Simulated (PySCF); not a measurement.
C5H5ClOSe.
Bonds: C1–O2, O2–C3, C3–Se4 (aromatic), Se4–C5 (aromatic), C5–C6 (aromatic), C6–C7 (aromatic), C7–Cl8, C3–C7 (aromatic). Hydrogens: H9, H10, H11 on C1; H12 on C5; H13 on C6.

Theory: TDDFT B3LYP/def2-SVPD, vertical, gas phase, core orbitals frozen in the response in PySCF. Isolated species at its PBE0-D3(BJ)/def2-SVP geometry (one conformer only). The B3LYP/def2-SVPD calculation is non-relativistic and has no spin–orbit coupling, an omission that weighs most on selenium. Torsions of this conformer, `[CH3:1][O:2][c:3]1[se:4][cH:5][cH:6][c:7]1[Cl:8]`: C1–O2–C3–Se4 0°.

Each state is given a Gaussian of 0.5 eV full width at half maximum, with ε(max) = 2.175×10⁸ f / Δν̃ (Δν̃ the width in cm⁻¹). The width is an assumption, not a result. The curve ends short of the highest state used, and states not computed would add to its high-energy end.

| E (eV) | ε (L mol⁻¹ cm⁻¹) |
| --- | --- |
| 3.47 | 0 |
| 3.51 | 0 |
| 3.54 | 0 |
| 3.58 | 0 |
| 3.61 | 1 |
| 3.65 | 1 |
| 3.68 | 1 |
| 3.72 | 2 |
| 3.75 | 3 |
| 3.79 | 4 |
| 3.82 | 5 |
| 3.86 | 8 |
| 3.89 | 10 |
| 3.93 | 13 |
| 3.96 | 16 |
| 4.00 | 21 |
| 4.03 | 25 |
| 4.07 | 31 |
| 4.10 | 38 |
| 4.14 | 50 |
| 4.17 | 63 |
| 4.21 | 88 |
| 4.24 | 116 |
| 4.28 | 172 |
| 4.31 | 232 |
| 4.35 | 345 |
| 4.39 | 507 |
| 4.42 | 667 |
| 4.46 | 938 |
| 4.49 | 1189 |
| 4.53 | 1586 |
| 4.56 | 1925 |
| 4.60 | 2421 |
| 4.63 | 2811 |
| 4.67 | 3326 |
| 4.70 | 3688 |
| 4.74 | 4106 |
| 4.77 | 4350 |
| 4.81 | 4558 |
| 4.84 | 4616 |
| 4.88 | 4561 |
| 4.91 | 4427 |
| 4.95 | 4145 |
| 4.98 | 3879 |

Question: Locate the maxima and give the states behind the curve.

Answer: 256 nm (4.85 eV), ε about 4600, made up of S2 (99%) (ε in L mol⁻¹ cm⁻¹; maxima over ε = 5, shares over 10%). The states used: S1 4.22 eV (f 0.0006); S2 4.84 eV (f 0.085); S3 4.98 eV (f 0.0001); S4 5.25 eV (f 0.0008); S5 5.48 eV (f 0.049); S6 5.58 eV (f 0.0021).

Question: On this curve, what absorbance would a 10⁻⁵ mol/L sample give at 266 nm over a 1 cm path?

Answer: 266 nm is 4.661 eV, where ε is about 3200 L mol⁻¹ cm⁻¹, so A = ε c l ≈ 0.032 (Beer–Lambert, with the gas-phase spectrum and the assumed width).

Question: What would ε be at 4.85 eV, the highest of these maxima, with half the width (0.25 eV)?

Answer: About 9120 L mol⁻¹ cm⁻¹ against 4620, a factor of about 1.97; a lone state at its own centre would give exactly 2.

Time: 53 s (with the writing of density and orbital grids); peak memory 0.94 GiB. Hardware: one thread of an Arm Neoverse V2, on a shared host.
